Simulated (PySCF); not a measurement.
trisilylphosphine (H9PSi3), singlet, at a GFN2-xTB geometry.

PySCF was given this input:
```python
from pyscf import gto, scf, mp

mol = gto.Mole()
mol.atom = '''
    Si   -0.731504    1.823058   -0.407917
    P     0.188212   -0.173504   -0.737277
    Si    1.864737   -0.162405    0.722091
    Si   -1.275283   -1.529703    0.242275
    H     0.236601    2.814525   -0.869990
    H    -1.054774    2.071249    1.000379
    H    -1.955103    1.860164   -1.204897
    H     2.822957    0.836621    0.255715
    H     2.443405   -1.503574    0.709543
    H     1.428875    0.171890    2.081382
    H    -0.684659   -2.865665    0.231555
    H    -2.496811   -1.479831   -0.557180
    H    -1.574971   -1.136111    1.622375
'''
mol.basis = 'sto-3g'
mol.charge = 0
mol.spin = 0
mol.verbose = 4
mol.build()

mf = scf.RHF(mol)
mf.kernel()

pt = mp.MP2(mf)
pt.kernel()
print('E(MP2) = %.10f' % pt.e_tot)
mf.analyze()
```

**Question.** What does this run give for the total energy, number of basis functions, nuclear repulsion energy, SCF-reference HOMO energy, SCF-reference HOMO-LUMO gap?

**Answer.** 
The total energy is -1199.1644 Eh and the number of basis functions comes out as 45. The nuclear repulsion energy comes out as 347.6884 Eh and the SCF-reference HOMO energy is -6.12 eV. The SCF-reference HOMO-LUMO gap is 17.07 eV.
